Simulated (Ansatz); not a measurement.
Abridged output of a molecular run in Ansatz:

```
Functional definition: HF
1216 factors; integrals over basis functions are off by at most 9.9e-4 eV
mean field evaluation 1: about -9491.0989 eV, gradient 6.5e1 eV
mean field evaluation 2: about -9491.2334 eV, gradient 6.5e1 eV
mean field evaluation 4: about -9499.3454 eV, gradient 4.0e0 eV
mean field evaluation 8: about -9499.4284 eV, gradient 1.2e-1 eV
mean field -9499.42846679 eV, -349.0975572107 hartree, gradient 1.8e-6 eV, S^2 0.000000; 0 other end points of the search recorded, 0 dependent functions left out
5 core orbitals not correlated: weight in the atoms' cores, before any rotation towards them, 1.000 or more for the frozen orbitals, at most 0.000 for the correlated occupied ones
reference -9499.42846679 eV, -349.0975572107 hartree; 21, 21 occupied and 95, 95 virtual orbitals, 1216 factors
second order -28.87120227 eV of doubles, -0.00000000 eV of singles
cycle   1  -28.30643977 eV  change    5.6e-1 eV  update   1.7e-1
cycle   2  -29.09838683 eV  change   -7.9e-1 eV  update   6.0e-2
cycle   3  -29.35034525 eV  change   -2.5e-1 eV  update   3.1e-2
cycle   4  -29.35463837 eV  change   -4.3e-3 eV  update   8.6e-3
cycle   5  -29.34899131 eV  change    5.6e-3 eV  update   3.0e-3
cycle   6  -29.35062379 eV  change   -1.6e-3 eV  update   9.0e-4
cycle   7  -29.35077457 eV  change   -1.5e-4 eV  update   3.6e-4
cycle   8  -29.35063892 eV  change    1.4e-4 eV  update   9.7e-5
cycle   9  -29.35068916 eV  change   -5.0e-5 eV  update   4.3e-5
cycle  10  -29.35070827 eV  change   -1.9e-5 eV  update   1.5e-5
perturbative correction -0.99560911 eV, -0.0365879601 hartree
Total energy: -9529.77478418 eV, -350.2127638053 hartree
```

Its atoms:

```xyz
10

C     1.477    2.314   -0.917
C     0.857    1.343   -0.532
Zr   -0.273   -0.427    0.169
O    -1.541   -0.888   -1.192
O     0.983   -1.847    0.453
O    -1.154    0.051    1.802
H     2.022    3.167   -1.255
H    -2.345   -1.097   -1.658
H     1.436   -2.684    0.425
H    -1.462    0.067    2.703
```

Task: Which basis set was used?
A. def2-SVPD
B. def2-TZVPPD
C. def2-SVP
D. cc-pV(Q+d)Z

Result: C. It gives 121 functions.

Task: Write the keys of the input that set method, charge and spin (a neutral closed shell needs none for the last two).

Result: 
```yaml
correlation: {method: ccsd_t}
```
